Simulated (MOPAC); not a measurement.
MOPAC input (AM1):

```
AM1 PRECISE GNORM=0.05 LET XYZ CHARGE=1 GEO-OK AUX(PRECISION=9) THREADS=1
H2NSi

H    -0.00644600 1   -0.10946200 1   -1.95909400 1
Si    0.00777300 1    0.04938600 1   -0.50151200 1
N    -0.01415700 1   -0.08751600 1    0.99751600 1
H    -0.00328200 1    0.03066600 1    1.99765500 1
```

From the output:

```
                                                       MOPAC v23.2.5 Linux

          FINAL HEAT OF FORMATION =        194.80104 KCAL/MOL =     815.04757 KJ/MOL

          COSMO AREA              =         84.86 SQUARE ANGSTROMS
          COSMO VOLUME            =         70.76 CUBIC ANGSTROMS

          GRADIENT NORM           =          0.04028          =       0.02014 PER ATOM
          IONIZATION POTENTIAL    =         18.177476 EV
          HOMO LUMO ENERGIES (EV) =        -18.177 -6.323
          NO. OF FILLED LEVELS    =          5
          MOLECULAR WEIGHT        =         44.1080         POINT GROUP:  C*v

          MOLECULAR DIMENSIONS (Angstroms)

            Atom       Atom       Distance
            H     4    H     1     3.87909
           Si     2    H     1     0.00046
            H     4    N     3     0.00013

          SCF CALCULATIONS        =         72

   ATOM   CHEMICAL          X               Y               Z
  NUMBER   SYMBOL      (ANGSTROMS)     (ANGSTROMS)     (ANGSTROMS)

     1       H          0.07273702  *   0.01108794  *  -1.91846397  *
     2      Si          0.01998252  *  -0.00625383  *  -0.49230774  *
     3       N         -0.03458294  *  -0.02350385  *   0.98430174  *
     4       H         -0.07077125  *  -0.03480246  *   1.95769872  *

                             CARTESIAN COORDINATES

   1    H        0.072737018     0.011087938    -1.918463970
   2   Si        0.019982522    -0.006253829    -0.492307743
   3    N       -0.034582938    -0.023503846     0.984301742
   4    H       -0.070771254    -0.034802464     1.957698719

           Empirical Formula: H2 N Si  =     4 atoms

      MOLECULAR POINT GROUP   :   C*v

                  EIGENVALUES
 -37.98630 -24.22494 -20.10813 -18.17748 -18.17748  -6.32262  -6.32262  -5.51228
  -3.43531   0.28672

              NET ATOMIC CHARGES AND DIPOLE CONTRIBUTIONS

  ATOM NO.   TYPE          CHARGE      No. of ELECS.   s-Pop       p-Pop
    1          H          -0.043269        1.0433     1.04327
    2         Si           1.362188        2.6378     0.79970     1.83811
    3          N          -0.637319        5.6373     1.57367     4.06365
    4          H           0.318401        0.6816     0.68160
 DIPOLE           X         Y         Z       TOTAL
 POINT-CHG.     0.105     0.033    -2.841     2.844
 HYBRID        -0.056    -0.018     1.528     1.529
 SUM            0.048     0.015    -1.313     1.314

          ATOMIC ORBITAL ELECTRON POPULATIONS

     Atom    s        px        py        pz
    1  H   1.04327
    2 Si   0.79970   0.58520   0.58510   0.66782
    3  N   1.57367   1.41467   1.41489   1.23408
    4  H   0.68160

 **********************
 *                    *
 * JOB ENDED NORMALLY *
 *                    *
 **********************

 == MOPAC DONE ==
```

The dipole moment of an ion depends on the origin.

The geometry given is a B3LYP-D3(BJ)/def2-TZVP minimum.
